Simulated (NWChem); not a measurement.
Everything below was run with NWChem. System: CClF2, charge 0, spin multiplicity 2, at a geometry optimised with UPBE0/def2-SVP. The structure started from a generated list of species. Its SCF solution wasn't tested for a lower state. Level: UB3LYP/cc-pVTZ, VWN1-RPA local correlation.

Job file:

```
start mol
memory heap 200 mb stack 900 mb global 1100 mb
geometry units angstroms nocenter noautoz
  F      1.053205    -0.077973    -1.079342
  C      0.426595     0.323586     0.000000
  F      1.053205    -0.077973     1.079342
  Cl    -1.265721    -0.031647     0.000000
  symmetry group Cs
end
basis spherical
  * library cc-pvtz
end
dft
  xc b3lyp
  odft
  mult 2
  semidirect memsize 60000000 filesize 0
  iterations 100
end
task dft energy
```

NWChem printed:

```
             Northwest Computational Chemistry Package (NWChem) 7.3.0
             --------------------------------------------------------

                                NWChem Input Module
                                -------------------

 Scaling coordinates for geometry "geometry" by  1.889725989
 (inverse scale =  0.529177249)

 Turning off AUTOSYM since
 SYMMETRY directive was detected!

                             Geometry "geometry" -> ""
                             -------------------------

 Output coordinates in angstroms (scale by  1.889725989 to convert to a.u.)

  No.       Tag          Charge          X              Y              Z
 ---- ---------------- ---------- -------------- -------------- --------------
    1 F                    9.0000     1.05320500    -0.07797300    -1.07934200
    2 C                    6.0000     0.42659500     0.32358600     0.00000000
    3 F                    9.0000     1.05320500    -0.07797300     1.07934200
    4 Cl                  17.0000    -1.26572100    -0.03164700     0.00000000

 Effective nuclear repulsion energy (a.u.)     157.9594149249

            Nuclear Dipole moment (a.u.)
            ----------------------------
        X                 Y               Z
 ---------------- ---------------- ----------------
     0.0000056692     0.0000056692     0.0000000000

      Symmetry information
      --------------------

 Group name             Cs
 Group number              2
 Group order               2
 No. of unique centers     3

      Symmetry unique atoms

     1    2    4


 Summary of "ao basis" -> "" (spherical)
 ------------------------------------------------------------------------------
       Tag                 Description            Shells   Functions and Types
 ---------------- ------------------------------  ------  ---------------------
 *                          cc-pvtz                   on all atoms

                                 NWChem DFT Module
                                 -----------------

 Summary of "ao basis" -> "ao basis" (spherical)
 ------------------------------------------------------------------------------
       Tag                 Description            Shells   Functions and Types
 ---------------- ------------------------------  ------  ---------------------
 F                          cc-pvtz                 10       30   4s3p2d1f
 C                          cc-pvtz                 10       30   4s3p2d1f
 Cl                         cc-pvtz                 12       34   5s4p2d1f

 Summary of "ao basis" -> "ao basis" (spherical)
 ------------------------------------------------------------------------------
       Tag                 Description            Shells   Functions and Types
 ---------------- ------------------------------  ------  ---------------------
 F                          cc-pvtz                 10       30   4s3p2d1f
 C                          cc-pvtz                 10       30   4s3p2d1f
 Cl                         cc-pvtz                 12       34   5s4p2d1f

      Symmetry analysis of basis
      --------------------------

        a'         73
        a"         51

            General Information
            -------------------
          SCF calculation type: DFT
          Wavefunction type:  spin polarized.
          No. of atoms     :     4
          No. of electrons :    41
           Alpha electrons :    21
            Beta electrons :    20
          Charge           :     0
          Spin multiplicity:     2
[...]
 Vector   21  Occ=0.000000D+00  E=-1.004118D-01  Symmetry=a'
              MO Center=  2.1D-01,  5.2D-01, -1.4D-15, r^2= 1.9D+00
   Bfn.  Coefficient  Atom+Function         Bfn.  Coefficient  Atom+Function
  ----- ------------  ---------------      ----- ------------  ---------------
    34      0.760110  2 C  s                 39      0.327038  2 C  py
    42      0.293235  2 C  py                36      0.270813  2 C  py
   106     -0.242927  4 Cl py                32      0.223753  2 C  s
   105     -0.216826  4 Cl px                95     -0.213413  4 Cl s
    12     -0.190073  1 F  py                72     -0.190073  3 F  py

 Vector   22  Occ=0.000000D+00  E= 3.037676D-02  Symmetry=a'
              MO Center= -7.8D-01,  5.0D-03, -5.2D-16, r^2= 2.4D+00
   Bfn.  Coefficient  Atom+Function         Bfn.  Coefficient  Atom+Function
  ----- ------------  ---------------      ----- ------------  ---------------
   105     -0.881721  4 Cl px                34      0.852435  2 C  s
    95     -0.708892  4 Cl s                 41     -0.417990  2 C  px
    38     -0.354948  2 C  px                32      0.320663  2 C  s
    42     -0.314269  2 C  py                39     -0.228177  2 C  py
    35     -0.224198  2 C  px                99     -0.223187  4 Cl px

 Vector   23  Occ=0.000000D+00  E= 1.341831D-01  Symmetry=a"
              MO Center=  9.8D-02,  3.2D-01,  9.3D-12, r^2= 2.9D+00
   Bfn.  Coefficient  Atom+Function         Bfn.  Coefficient  Atom+Function
  ----- ------------  ---------------      ----- ------------  ---------------
    43      1.245858  2 C  pz                 4      0.676506  1 F  s
    64     -0.676506  3 F  s                 40      0.436730  2 C  pz
   107     -0.414169  4 Cl pz                11     -0.238272  1 F  px
    71      0.238272  3 F  px                37      0.236580  2 C  pz
   116     -0.151516  4 Cl d  1              12      0.149396  1 F  py

   alpha - beta orbital overlaps
   -----------------------------

   alpha      1      2      3      4      5      6      7      8      9     10
    beta      1      2      3      4      5      6      8      7      9     10
 overlap   1.000  1.000  1.000  1.000  1.000  0.984  0.984  1.000  1.000  1.000

   alpha     11     12     13     14     15     16     17     18     19     20
    beta     11     12     13     14     15     16     17     18     19     20
 overlap   0.999  0.994  0.999  0.988  0.974  0.968  0.969  0.990  0.988  1.000

   alpha     21     22     23     24     25     26     27     28     29     30
    beta     21     22     23     24     25     26     28     27     29     30
 overlap   0.975  0.997  0.998  0.997  0.999  0.738  0.749  0.999  0.981  0.970

   alpha     31     32     33     34     35     36     37     38     39     40
    beta     31     32     33     34     35     36     37     38     39     40
 overlap   0.996  1.000  1.000  0.999  0.997  0.999  0.998  0.998  0.994  0.999

   alpha     41     42     43     44     45     46     47     48     49     50
    beta     41     42     43     44     45     46     47     48     49     50
 overlap   0.993  0.999  0.998  0.999  0.998  0.998  1.000  1.000  1.000  0.998

   alpha     51     52     53     54     55     56     57     58     59     60
    beta     51     52     53     54     55     56     57     59     58     60
 overlap   0.996  0.970  0.999  0.972  0.993  0.993  0.940  0.915  0.999  0.999

   alpha     61     62     63     64     65     66     67     68     69     70
    beta     61     62     63     64     65     66     68     67     69     70
 overlap   0.820  0.823  1.000  0.998  1.000  0.997  0.975  0.998  0.976  0.997

   alpha     71     72     73     74     75     76     77     78     79     80
    beta     71     72     73     74     75     76     77     78     79     80
 overlap   0.999  0.999  0.998  0.999  0.999  0.999  0.999  0.994  0.997  0.988

   alpha     81     82     83     84     85     86     87     88     89     90
    beta     81     82     83     84     85     86     87     88     89     90
 overlap   0.988  0.963  0.962  0.995  0.993  0.994  0.998  0.995  0.997  0.999

   alpha     91     92     93     94     95     96     97     98     99    100
    beta     91     92     93     95     94     96     97     98     99    100
 overlap   1.000  0.999  0.999  0.999  0.999  1.000  1.000  0.994  0.998  0.998

   alpha    101    102    103    104    105    106    107    108    109    110
    beta    101    102    103    104    105    106    107    108    109    110
 overlap   0.998  0.994  0.999  0.999  0.999  1.000  0.998  0.998  0.999  0.999

   alpha    111    112    113    114    115    116    117    118    119    120
    beta    111    112    113    114    115    116    117    118    119    120
 overlap   1.000  1.000  1.000  1.000  1.000  1.000  0.998  1.000  0.998  1.000

   alpha    121    122    123    124
    beta    121    122    123    124
 overlap   1.000  1.000  1.000  1.000

     --------------------------
     Expectation value of S2:
     --------------------------
      <S2> =      0.7525 (Exact =     0.7500)

 center of mass
 --------------
 x =   0.01949989 y =  -0.00414466 z =   0.00000000

 moments of inertia (a.u.)
 ------------------
         163.510467554068           0.218654404902           0.000000000000
           0.218654404902         516.410417257626           0.000000000000
           0.000000000000           0.000000000000         363.771133917900

     Multipole analysis of the density
     ---------------------------------

     L   x y z        total         alpha         beta         nuclear
     -   - - -        -----         -----         ----         -------
     0   0 0 0     -0.000000    -21.000000    -20.000000     41.000000

     1   1 0 0     -0.084764     -0.318474      0.233704      0.000006
     1   0 1 0      0.029079     -0.483404      0.512478      0.000006
     1   0 0 1      0.000000     -0.000000      0.000000      0.000000

     2   2 0 0    -20.280351    -97.772306    -94.965731    172.457686
     2   1 1 0      0.265876     -0.488892      0.644030      0.110738
     2   1 0 1     -0.000000     -0.000000      0.000000      0.000000
     2   0 2 0    -20.393908    -12.870858    -10.218167      2.695117
     2   0 1 1     -0.000000     -0.000000      0.000000      0.000000
     2   0 0 2    -21.231226    -48.654497    -47.460607     74.883879

 Task  times  cpu:        5.2s     wall:        5.2s

 Total times  cpu:        5.2s     wall:        5.2s
```
